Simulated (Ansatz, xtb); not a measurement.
System: sum formula SnOF2, charge 1, multiplicity 2. 
Geometry from a B3LYP-D3(BJ)/def2-TZVP (Ansatz, an electronic-structure program) optimisation:
```xyz
4

Sn     0.0271    -0.0087    -0.0065
O      1.8307    -0.5915    -0.4422
F     -0.7592    -0.3742     1.6356
F     -1.0184     0.9485    -1.2062
```
Charge +1, spin multiplicity 2.

Harmonic wavenumbers from GFN2-xTB (xtb, at its own minimum), cm⁻¹: 37, 50, 86, 240, 256, 491.

Problem. Give the harmonic wavenumbers at B3LYP-D3(BJ)/def2-TZVP (Ansatz, finite differences of forces, unscaled).

Solution. 115, 143, 144, 626, 709, 723 cm⁻¹. Zero-point energy 3.5 kcal/mol.

Problem. From these and the geometry, give the ideal-gas thermochemistry at 298.15 K and 1 atm (rigid rotor, harmonic oscillator).

Solution. Point group C2v, rotational symmetry number 2. Rotational constants 5.378, 5.192, 2.642 GHz. S(trans) 41.35, S(rot) 24.50, S(vib) 9.68, S(elec, spin only) 1.38, S 76.9 cal/(mol K). H(298) - H(0) 3.86 kcal/mol; G - E(el) -15.6 kcal/mol.
